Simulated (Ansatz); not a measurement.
Task: Predict a relaxed structure of (H2Al-mu-OH)2 (Al2O2H6), charge 0, singlet, at r2SCAN-D4/def2-SVP (Ansatz).

Result: 
Cartesian coordinates in Å:
```
Al -0.3622 -0.8242 -1.1131
H 0.7830 -1.3748 -2.0668
H -1.8963 -1.1590 -1.3556
O -0.1811 0.9858 -0.6710
Al 0.3623 0.8242 1.1131
H -0.7821 1.3752 2.0674
H 1.8965 1.1588 1.3549
O 0.1806 -0.9858 0.6711
H -0.7143 1.7044 -1.0296
H 0.7137 -1.7045 1.0297
```
Point group C2h (tolerance 0.1 Å). This is one stationary point.
